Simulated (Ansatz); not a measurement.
Reaction (SMILES): BN (BH2-NH2) → B atom + 4 H atom + N atom
B3LYP-D3(BJ)/def2-TZVP geometries, fixed; electronic energies without zero-point terms.

Basis-set convergence of the atomisation energy at B2PLYP with Ansatz (a program for electronic structure). Cartesian d functions, on some or all atoms, in 6-31G*, 6-31G**; all else is spherical. Cores are frozen. Open shells are unrestricted. No added dispersion term, no relativity. Functions are those of the species that has most. Reference: the value in aug-pcseg-3, 504.77 kcal/mol, itself unsure by roughly 0.43 kcal/mol (its mean distance from aug-cc-pVQZ, cc-pV5Z, def2-QZVPPD). Deviations are taken from unrounded values. Cost is core time over that of aug-cc-pVTZ, rough, on shared machines of one kind; a dash marks a row that isn't timed (too short, read off another run, short of memory, by another algorithm or on other hardware).

| basis | functions | atomisation energy (kcal/mol) | minus reference (kcal/mol) | cost |
|---|---|---|---|---|
| 6-31G | 26 | 472.08 | -32.69 | - |
| pcseg-0 | 26 | 469.39 | -35.38 | - |
| 6-31G* | 38 | 486.17 | -18.60 | - |
| 6-31G** | 50 | 496.66 | -8.11 | - |
| 6-311G** | 60 | 493.84 | -10.93 | - |
| aug-cc-pVDZ | 82 | 488.99 | -15.78 | - |
| def2-TZVP | 86 | 498.14 | -6.63 | - |
| 6-311++G(2d,2p) | 94 | 497.84 | -6.93 | - |
| pcseg-2 | 116 | 502.49 | -2.28 | 0.5× |
| jun-cc-pV(T+d)Z | 134 | 501.15 | -3.62 | 0.6× |
| 6-311++G(3df,3pd) | 150 | 502.86 | -1.91 | 0.7× |
| aug-cc-pVTZ | 184 | 501.60 | -3.17 | 1× |
| aug-pcseg-2 | 184 | 503.02 | -1.75 | 1× |
| cc-pVQZ | 230 | 504.09 | -0.68 | 2× |
| pcseg-3 | 252 | 504.68 | -0.09 | 2× |
| aug-cc-pVQZ | 344 | 504.38 | -0.39 | 4× |
| aug-pcseg-3 | 366 | 504.77 | 0.00 | 7× |
| cc-pV5Z | 402 | 504.96 | 0.19 | 7× |
